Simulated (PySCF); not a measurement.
phosphorus atom (P), quartet. Base run: CCSD(T)/def2-TZVP run with PySCF.

PySCF was given this input:
```python
from pyscf import gto, scf, cc

mol = gto.Mole()
mol.atom = '''
    P     0.000000    0.000000    0.000000
'''
mol.basis = 'def2-tzvp'
mol.charge = 0
mol.spin = 3
mol.verbose = 4
mol.build()

mf = scf.UHF(mol)
mf.kernel()

mycc = cc.CCSD(mf)
mycc.kernel()
et = mycc.ccsd_t()
print('E(CCSD(T)) = %.10f' % (mycc.e_tot + et))
mf.analyze()
```

Each row names what was changed in the base input (with any setting that the change needs).

```tsv
change	ΔE vs base (kcal/mol)	MP2 correlation (Eh)	CC correlation without the perturbative part (Eh)	basis functions
base	0.000	-0.18263	-0.20004	37
cc.level_shift = 0.2	0.000	-0.18263	-0.20004	37
cc.conv_tol = 1e-5	0.000	-0.18263	-0.20004	37
cc.iterative_damping = 0.8	0.000	-0.18263	-0.20004	37
cc.diis_space = 10	0.000	-0.18263	-0.20004	37
cc.diis_space = 3	0.000	-0.18263	-0.20004	37
cart = on	-1.90	-0.18522	-0.20244	42
frozen = 5	63.5	-0.08138	-0.09977	37
method = ccsd	2.96	-0.18263	-0.20004	37
method = mp2	13.89	-0.18263	-	37
```

Open shells are given as the SCF converged; they aren't shown to be the lowest states, and a large step between rows can be another state.
